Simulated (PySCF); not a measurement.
## How methods differ on the ionisation energy of Pd(29+)

Pd(29+) [Ne] 3s2 3p5 (2P) → Pd(30+) [Ne] 3s2 3p4 (3P), as a difference of total energies. Computed with PySCF 2.14 in an uncontracted even-tempered set (18 s from 3.9 bohr⁻², ratio 2.5; 12 p from 5 bohr⁻², ratio 2.5; 5 d from 24 bohr⁻², ratio 2.7; 4 f from 36 bohr⁻², ratio 2.7), with the spin-free X2C one-electron Hamiltonian (Gaussian nucleus). Correlated levels: outer shells: 1s2 frozen; virtual orbitals above 40 to 60 times the deepest correlated orbital energy dropped. The calculations carry no spin-orbit coupling.

```csv
method,ionisation energy (eV)
UHF,1720.5
LDA,1722.6
PBE,1722.8
PBE0,1722.7
r2SCAN,1723.0
r2SCANh,1722.9
BHandHLYP,1722.4
MP2 (outer shells),1721.5
SCS-MP2 (outer shells),1721.5
```

Spin-orbit coupling is strong in these open shells (close to jj coupling). The scalar numbers leave it out and a first-order estimate fails, so it can dominate the gap to the real levels.

Breit and QED terms and the two-electron picture change are absent.

For comparison: 1706.2 ± 1.8 eV (semi-empirical (NIST evaluation); NIST Atomic Spectra Database, ionization energies).
